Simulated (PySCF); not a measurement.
## C₆ coefficients of unlike pairs at TPSSh

Calculated with PySCF 2.14 from the dipole response of each species, C₆(A,B) = (3/π) ∫ α_A(iu) α_B(iu) du, in atomic units, from isotropic polarisabilities. For ions this is the dispersion term alone; charge-induced terms of lower order in 1/R come first.

| species | configuration | basis | relativity | α (bohr³) | C₆ (like pair) |
| --- | --- | --- | --- | --- | --- |
| P⁺ | [Ne] 3s2 3p2 (3P) | dyall-av3z (19s12p3d2f) | none | 14.32 | 74.39 |
| B²⁺ | [He] 2s1 (2S) | aug-cc-pVDZ-DK (4s3p2d) | spin-free X2C | 7.365 | 10.24 |
| C³⁺ | [He] 2s1 (2S) | aug-cc-pwCVQZ (9s8p6d4f2g) | none | 3.217 | 2.656 |
| Si²⁺ | [Ne] 3s2 (1S) | aug-cc-pV(D+d)Z (5s4p3d) | none | 12.21 | 42.83 |

(1) Estimate C₆ for Si²⁺ with C³⁺.

No spin-orbit coupling is included.

The other pairs:

```json
{"pair": "Si²⁺, P⁺", "C₆": "56.05"}
{"pair": "C³⁺, P⁺", "C₆": "13.88"}
{"pair": "B²⁺, P⁺", "C₆": "26.28"}
{"pair": "C³⁺, B²⁺", "C₆": "5.148"}
{"pair": "Si²⁺, B²⁺", "C₆": "20.53"}
```

Results:

(1) The integral gives 10.65. The combination rule 2 C_A C_B / (C_A α_B/α_A + C_B α_A/α_B) gives 10.65 and the geometric mean 10.66.
